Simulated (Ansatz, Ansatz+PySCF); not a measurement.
```csv
atom,x (Å),y (Å),z (Å)
C,0.0000,0.0000,-0.6043
C,0.0000,0.0000,0.6043
H,0.0000,0.0000,-1.6792
H,0.0000,0.0000,1.6792
```

Basis set: def2-SVP (spherical functions). Correlated methods keep 2 orbitals frozen. Charge 0, multiplicity 1.

Computed with Ansatz (development build ahead of 0.2.0); each method stands on the lowest determinant of its kind that the runs found. Restricted open shells among the atoms or ions are ROHF, correlated in semicanonical orbitals with singles. Restricted functionals stand beside restricted open-shell atoms, which can lie above the unrestricted atoms usual in DFT and then raise those values.

**Question.** Give the atomization energy at this shape (free ground-state atoms in the same class of orbitals less the molecule, no zero-point energy) of singlet C₂H₂ by ωB97X (restricted), ωB97X (unrestricted), r²SCAN (restricted), r²SCAN (unrestricted), PBE0 (restricted), PBE0 (unrestricted), PBE (unrestricted), PBE (restricted), RHF-CCSD(T), RHF-MP2, RHF, UHF.

**Answer.**

```tsv
method	atomization energy
ωB97X (restricted)	17.54 eV
ωB97X (unrestricted)	17.39 eV
r²SCAN (restricted)	17.62 eV
r²SCAN (unrestricted)	17.47 eV
PBE0 (restricted)	17.68 eV
PBE0 (unrestricted)	17.59 eV
PBE (unrestricted)	18.03 eV
PBE (restricted)	18.10 eV
RHF-CCSD(T)	16.80 eV
RHF-MP2	17.15 eV
RHF	13.08 eV
UHF	12.86 eV
```
